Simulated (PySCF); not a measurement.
All values below come from TPSSh-D3(BJ)/def2-TZVP // CAM-B3LYP-D3(BJ)/def2-TZVP (PySCF 2.14.0). Gas-phase values, no solvent. One relaxed conformer stands for a flexible species; it need not be the lowest. 

Reference species (SMILES): `[F][Sn]([F])([F])[F]` (neutral, multiplicity 1).

* **HOMO**: -11.25 eV
* **HOMO–LUMO gap**: 7.19 eV

Changed species: `[NH2][Sn]([NH2])([NH2])[NH2]` (4 of 4 F replaced by NH2; the reference has 0 of 4 F replaced by NH2).

Question: Give the shifts of the HOMO and HOMO–LUMO gap.

Answer: the HOMO rises by 5.01 eV, to -6.24 eV; the HOMO–LUMO gap falls by 1.54 eV, to 5.65 eV.
